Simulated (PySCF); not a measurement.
Compound: C10H14.
SMILES with atom numbers: `[CH:1]#[C:2]/[C:3]1=[CH:4]\[CH2:5][CH2:6][CH2:7][CH2:8][CH2:9][CH2:10]1` (hydrogens: H11 on C1; H12 on C4; H13, H14 on C5; H15, H16 on C6; H17, H18 on C7; H19, H20 on C8; H21, H22 on C9; H23, H24 on C10)

Method: PySCF, PBE0-D3(BJ)/def2-SVP geometry optimisation, gas phase; density fitting, grid level 2; the optimiser is geomeTRIC in internal coordinates, started from a GFN2-xTB structure.

Step 0: E = -10576.0290 eV
```
atom  x, y, z in Å  |  force x, y, z in eV/Å
C1      2.8958    1.9852   -1.9685    0.194   0.061  -0.399
C2      2.2901    1.7247   -0.9636   -0.418  -0.265   0.724
C3      1.5967    1.5179    0.2506    0.104   0.670   0.486
C4      1.5826    0.3420    0.8894    0.527  -0.634  -0.204
C5      1.8184   -0.9405    0.1811   -0.454   0.186   0.200
C6      0.4139   -1.3573   -0.3222    0.231   0.434  -0.304
C7     -0.3624   -0.2298   -1.0265   -0.115  -0.276   0.602
C8     -1.1036    0.7727   -0.1057    0.310   0.353  -0.543
C9     -0.6537    2.2426   -0.1919    0.017  -0.284   0.487
C10     0.6115    2.5783    0.6311   -0.248  -0.309  -0.448
H11     3.4267    2.1867   -2.8505    0.541   0.226  -0.896
H12     1.0926    0.2725    1.8517   -0.318   0.081   0.397
H13     2.4848   -0.7954   -0.6700    0.236   0.012  -0.241
H14     2.2227   -1.7226    0.8252    0.194  -0.258   0.162
H15     0.5325   -2.1889   -1.0207    0.004  -0.351  -0.132
H16    -0.1741   -1.7197    0.5244   -0.211  -0.208   0.239
H17    -1.1066   -0.7106   -1.6662   -0.163  -0.101  -0.249
H18     0.3191    0.3078   -1.6864    0.150   0.129  -0.330
H19    -1.0406    0.4419    0.9314   -0.095  -0.140   0.396
H20    -2.1632    0.7532   -0.3730   -0.313  -0.029   0.018
H21    -0.4675    2.4941   -1.2382   -0.004   0.150  -0.341
H22    -1.4705    2.8779    0.1601   -0.249   0.267   0.006
H23     0.9517    3.5856    0.3865    0.129   0.302   0.022
H24     0.3835    2.5260    1.6968   -0.049  -0.016   0.348
```

Step 1: E = -10576.1296 eV
```
atom  x, y, z in Å  |  force x, y, z in eV/Å
C1      2.9435    1.9964   -1.9913    0.098   0.032  -0.166
C2      2.3449    1.7562   -0.9619   -0.041   0.005   0.059
C3      1.6460    1.5518    0.2657   -0.025  -0.120  -0.011
C4      1.6140    0.3490    0.8806   -0.039   0.097   0.150
C5      1.8242   -0.9385    0.1819    0.100  -0.059  -0.063
C6      0.4194   -1.3602   -0.3170   -0.041  -0.070   0.036
C7     -0.3899   -0.2557   -1.0148    0.019   0.042  -0.099
C8     -1.1237    0.7809   -0.1218   -0.026  -0.044   0.092
C9     -0.6566    2.2435   -0.1778   -0.003   0.051  -0.078
C10     0.6096    2.5717    0.6405    0.031   0.097   0.062
H11     3.4839    2.2012   -2.8994   -0.055  -0.022   0.079
H12     1.0674    0.3008    1.8327    0.020  -0.004  -0.069
H13     2.4991   -0.8053   -0.6798   -0.028  -0.007   0.037
H14     2.2435   -1.7291    0.8261   -0.015   0.028  -0.023
H15     0.5377   -2.2150   -1.0058   -0.003   0.028   0.025
H16    -0.1671   -1.7427    0.5396    0.036   0.008  -0.039
H17    -1.1468   -0.7606   -1.6380    0.020   0.004   0.027
H18     0.2655    0.2723   -1.7302   -0.042  -0.040   0.009
H19    -1.1129    0.4375    0.9295   -0.034   0.018  -0.053
H20    -2.1894    0.7783   -0.4060    0.031   0.008  -0.001
H21    -0.4765    2.5181   -1.2335   -0.013   0.000   0.055
H22    -1.4751    2.8978    0.1701    0.024  -0.020  -0.009
H23     0.9353    3.6046    0.4374   -0.027  -0.029   0.027
H24     0.3846    2.4914    1.7180    0.013  -0.002  -0.045
```

Q: Estimate the geometry and energy of step 2. (The exact step hangs on the optimiser's Hessian estimate; all steps are aligned on step 1, rigid shifts and turns removed.)

A: E = -10576.1314 eV, largest force 0.066 eV/Å
```
atom  x, y, z in Å  |  force x, y, z in eV/Å
C1      2.9267    1.9798   -1.9971   -0.009  -0.005   0.011
C2      2.3347    1.7462   -0.9613    0.011   0.010   0.000
C3      1.6415    1.5465    0.2710   -0.029   0.014   0.045
C4      1.6117    0.3488    0.8943    0.023   0.026  -0.056
C5      1.8292   -0.9339    0.1845   -0.001  -0.052   0.021
C6      0.4255   -1.3573   -0.3198    0.002  -0.001   0.008
C7     -0.3850   -0.2522   -1.0189    0.011   0.015  -0.003
C8     -1.1227    0.7838   -0.1258    0.014  -0.009   0.010
C9     -0.6540    2.2477   -0.1769    0.002   0.004  -0.013
C10     0.6101    2.5726    0.6471    0.015   0.023  -0.007
H11     3.4582    2.1773   -2.9090   -0.002   0.000  -0.005
H12     1.0615    0.2973    1.8418    0.012  -0.001  -0.012
H13     2.5051   -0.7933   -0.6735   -0.006   0.009   0.011
H14     2.2488   -1.7266    0.8239   -0.002  -0.009  -0.004
H15     0.5474   -2.2088   -1.0103    0.003  -0.001  -0.001
H16    -0.1596   -1.7444    0.5335   -0.002   0.002  -0.005
H17    -1.1395   -0.7586   -1.6422   -0.007  -0.010   0.016
H18     0.2693    0.2743   -1.7341   -0.015  -0.009  -0.008
H19    -1.1207    0.4393    0.9234   -0.015  -0.003  -0.005
H20    -2.1858    0.7835   -0.4162    0.003   0.008  -0.015
H21    -0.4698    2.5259   -1.2292   -0.004   0.002   0.004
H22    -1.4726    2.9011    0.1692   -0.003  -0.004   0.005
H23     0.9366    3.6047    0.4475    0.002   0.000   0.010
H24     0.3843    2.4906    1.7228   -0.005  -0.009  -0.006
```

The energy changes by -0.0018 eV. The first-order estimate −F·Δx gives -0.0040 eV and the mean of the old and new forces, exact on a quadratic surface, -0.0018 eV. The step makes an angle of 82° with the force vector and moves no atom by more than 0.036 Å.

What follows is the cost of the whole optimisation. Time: 3.1 min of wall time; peak memory 1.1 GiB. Hardware: one thread of an Arm Neoverse V2, no GPU, shared host with 96 logical CPUs at a one-minute load of 50.
